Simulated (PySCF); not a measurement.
SiF2, SMILES F[Si]F (connectivity only; charge and spin as stated), neutral, multiplicity 1. The structure is a stationary point at r2SCAN-D4/def2-TZVP. The isomer is the one that the SMILES or the coordinates give; other isomers of the formula were not compared.

TDDFT-B3LYP/def2-TZVPD in PySCF 2.14.0 puts the lowest singlet excitations at 5.50, 7.53, 7.71, 7.89, 8.34, 8.92 eV.

Task: What are the lowest excitation roots from ADC(2)/aug-cc-pVDZ run with PySCF 2.14.0? (An estimate is asked for; the answer gives what the named calculation found.)

Result: 5.57, 7.65, 7.96, 8.38, 8.93, 9.02 eV. S1 differs by 0.07 eV (second minus first; roots are paired by order, and the bases may differ).
